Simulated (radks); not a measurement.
Results of a calculation; reference values are marked as such.
Species: Al. Configuration: [Ne] 3s2 3p1. Code: a radial shooting solver on a logarithmic mesh with Libxc functionals. Model: Dirac Kohn-Sham, OLYP, spin-unpolarised, spherical densities, finite nucleus; open shells fill j = l - 1/2 first; Fermi nuclear charge, rms radius 3.061 fm.

Spin-orbit splittings of the eigenvalues, e(l+1/2) - e(l-1/2), with zeta = 2 splitting/(2l+1) and mean radii in bohr:

shell,occ.,splitting (eV),zeta (eV),<r> j=l-1/2,<r> j=l+1/2
2p,6,0.4415,0.2943,0.5996,0.6018
3p,1,0.01537,0.01025,3.509,3.520
